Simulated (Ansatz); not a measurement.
`[CH3][Al]([F])[SH]` + `[OH][GeH3]` → `[CH3][Al]([F])[O][GeH3]` + H₂S  (ligand exchange at the Al–S bond)

Isolated molecules relaxed with PBE0-D4/def2-TZVP in Ansatz; ΔE leaves out vibrations. CCSD(T)/CBS adds triple-zeta CCSD(T) − MP2 to the extrapolated MP2 energy (def2 sets, frozen cores). This one scheme is used for every species. For Ge outer-core shells are correlated without core-valence functions, which leaves a few kJ/mol of doubt a bond. Scalar relativity is left out up to krypton. One conformer a species, not always the lowest.

`[CH3][Al]([F])[SH]`:

Cartesian coordinates in Å:
```
C -0.036 1.131 -0.279
Al -0.565 -0.641 0.288
F -2.132 -0.941 0.709
S 0.746 -2.372 0.437
H 1.031 1.199 -0.502
H -0.590 1.427 -1.174
H -0.269 1.866 0.497
H 1.814 -1.668 0.023
```

`[OH][GeH3]`:

Z-matrix (Å, degrees):
```
Ge
O 1 1.783
H 1 1.531 2 104.3
H 1 1.541 2 109.9 3 119.6
H 1 1.541 2 109.9 3 -119.6
H 2 0.959 1 112.7 3 180.0
```

`[CH3][Al]([F])[O][GeH3]`:

Cartesian coordinates in Å:
```
C -0.657 -2.348 0.291
Al -0.743 -0.419 0.294
F -2.122 0.328 0.819
O 0.528 0.549 -0.215
Ge 1.111 2.196 -0.465
H 0.302 -2.710 -0.084
H -0.801 -2.744 1.300
H -1.451 -2.771 -0.330
H 0.272 2.853 -1.575
H 2.584 2.086 -0.887
H 0.976 2.980 0.852
```

H₂S:

Z-matrix (Å, degrees):
```
S
H 1 1.341
H 1 1.341 2 92.3
```

```
                  species  CCSD(T)/CBS(def2) energy (Eh)
     `[CH3][Al]([F])[SH]`                     -780.18144
             `[OH][GeH3]`                    -2153.69723
`[CH3][Al]([F])[O][GeH3]`                    -2534.92188
                      H₂S                     -398.97279
```

Problem. Work out ΔE.

Solution. ΔE = (-2534.92188) + (-398.97279) − (-780.18144) − (-2153.69723) = -0.01600 Eh = -0.44 eV.

Largest T1 diagnostic among the species: 0.012.

In def2-TZVPP, CCSD(T) changes the Hartree–Fock value by +0.07 eV (the triples alone add +0.02 eV) and MP2 by +0.08 eV.
